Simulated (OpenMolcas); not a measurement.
**What dynamic correlation does to the levels of P2+**

* Program: OpenMolcas 26.06
* Basis: ANO-RCC-VQZP [6s5p3d2f1g]
* Scalar Hamiltonian: DKH2, point nucleus
* Active space: 3 electrons in 4 orbitals (3s 3p)
* State averaging: 2S+1 = 4 odd, 1 root (0 in the spin-orbit step); 2S+1 = 2 odd, 3 roots; 2S+1 = 4 even, 3 roots; 2S+1 = 2 even, 6 roots
* Spin-orbit coupling: state interaction with AMFI integrals over the reference wave functions, term energies averaged over their components

Methods on the same reference wave functions:
A. CASSCF
B. SS-CASPT2, IPEA 0.25 Eh, imaginary shift 0.1 Eh (closed shells correlated: 2s 2p)

Energies in cm⁻¹ above 3s² 3p ²P°_1/2, the measured ground level; measured values from Martin, Zalubas and Musgrove, J. Phys. Chem. Ref. Data 14, 751 (1985).

```csv
Level,A,B,Measured
3s² 3p ²P°_1/2,0.0,0.0,0.0
3s² 3p ²P°_3/2,494,494,559
3s 3p² ⁴P_1/2,49946,54861,56922
3s 3p² ⁴P_3/2,50119,55035,57126
3s 3p² ⁴P_5/2,50403,55318,57454
3s 3p² ²D_3/2,86572,77739,
3s 3p² ²D_5/2,86573,77742,
```

Deviations, from unrounded energies. A percentage is the sum of absolute deviations over the sum of measured energies, with the sign that they share, or ± where signs differ.

| Against measurement | Levels | A | B |
| --- | --- | --- | --- |
| mean absolute deviation (cm-1) | 4 | 5300 | 1600 |
| fine structure of the ground term (%) | 1 | -11.7 | -11.7 |
| other configurations (%) | 3 | -12.3 | -3.7 |

B lies closest to measurement on these levels. The largest miss of B in the table is 3s 3p² ⁴P_5/2, by -2100 cm-1. The ranking rests on the paired levels alone, and a cruder setting can come out closer through cancelling errors.

The lowest spin-free term lies below A's lowest term by 0.077 hartree in B.

Over all roots computed the reference weight is 0.92 to 0.99 in B; the roots of lowest weight are the least certain, and an intruder state may touch them. Terms of s pⁿ other than that of highest spin mix with s² pⁿ⁻² d, which this space lacks; all of them can be thousands of cm-1 off, and some have no real level of that name. Measured partners are found by configuration, term and J. A level has none where our copy of the source lacks it or the pairing is in doubt (some pairs that miss far off the trend of their configuration count as doubtful), and it then counts in no deviation. Only configurations of the active space appear. The table leaves out levels that lie high or whose names do not pair safely across all columns.

° marks odd parity.
